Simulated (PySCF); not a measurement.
C2H2N3, multiplicity 2. Atoms are numbered in the order given.

```xyz
7

C      1.1542     0.0004     0.0000
N      0.4803    -1.1190     0.0000
N     -0.7953    -0.6424     0.0000
C     -0.7863     0.7121     0.0000
N      0.4675     1.1449     0.0000
H     -1.5847    -1.2806     0.0000
H     -1.6904     1.3211     0.0000
```
Charge 0, spin multiplicity 2.

Geometry optimised at B3LYP-D3(BJ)/def2-SVP. The isomer is the one that the SMILES or the coordinates give; other isomers of the formula were not compared.

The numbers are results of B3LYP-D3(BJ)/def2-SVP (PySCF), not measurements.

Harmonic, unscaled wavenumbers; measured fundamentals usually lie a few per cent lower.

```json
[
 {"mode": "1", "ν (cm⁻¹)": "588", "IR (km/mol)": "62.8", "moving atoms (share of kinetic energy)": "N 50 %, H 44 %"},
 {"mode": "2", "ν (cm⁻¹)": "669", "IR (km/mol)": "22.1", "moving atoms (share of kinetic energy)": "C 46 %, N 42 %, H 12 %"},
 {"mode": "3", "ν (cm⁻¹)": "680", "IR (km/mol)": "9.7", "moving atoms (share of kinetic energy)": "H 51 %, N 29 %, C 20 %"},
 {"mode": "4", "ν (cm⁻¹)": "851", "IR (km/mol)": "11.3", "moving atoms (share of kinetic energy)": "H 70 %, C 28 %"},
 {"mode": "5", "ν (cm⁻¹)": "934", "IR (km/mol)": "4.5", "moving atoms (share of kinetic energy)": "N 65 %, C 29 %"},
 {"mode": "6", "ν (cm⁻¹)": "984", "IR (km/mol)": "22.0", "moving atoms (share of kinetic energy)": "N 74 %, C 21 %"},
 {"mode": "7", "ν (cm⁻¹)": "1066", "IR (km/mol)": "24.7", "moving atoms (share of kinetic energy)": "N 68 %, H 30 %"},
 {"mode": "8", "ν (cm⁻¹)": "1141", "IR (km/mol)": "15.1", "moving atoms (share of kinetic energy)": "H 54 %, C 23 %, N 23 %"},
 {"mode": "9", "ν (cm⁻¹)": "1251", "IR (km/mol)": "23.1", "moving atoms (share of kinetic energy)": "C 38 %, H 37 %, N 26 %"},
 {"mode": "10", "ν (cm⁻¹)": "1312", "IR (km/mol)": "36.3", "moving atoms (share of kinetic energy)": "N 50 %, C 41 %, H 9 %"},
 {"mode": "11", "ν (cm⁻¹)": "1372", "IR (km/mol)": "20.3", "moving atoms (share of kinetic energy)": "C 55 %, N 37 %, H 8 %"},
 {"mode": "12", "ν (cm⁻¹)": "1459", "IR (km/mol)": "18.3", "moving atoms (share of kinetic energy)": "N 39 %, H 36 %, C 25 %"},
 {"mode": "13", "ν (cm⁻¹)": "1513", "IR (km/mol)": "52.8", "moving atoms (share of kinetic energy)": "C 57 %, N 28 %, H 16 %"},
 {"mode": "14", "ν (cm⁻¹)": "3249", "IR (km/mol)": "0.9", "moving atoms (share of kinetic energy)": "H 91 %, C 9 %"},
 {"mode": "15", "ν (cm⁻¹)": "3628", "IR (km/mol)": "83.0", "moving atoms (share of kinetic energy)": "H 93 %"}
]
```
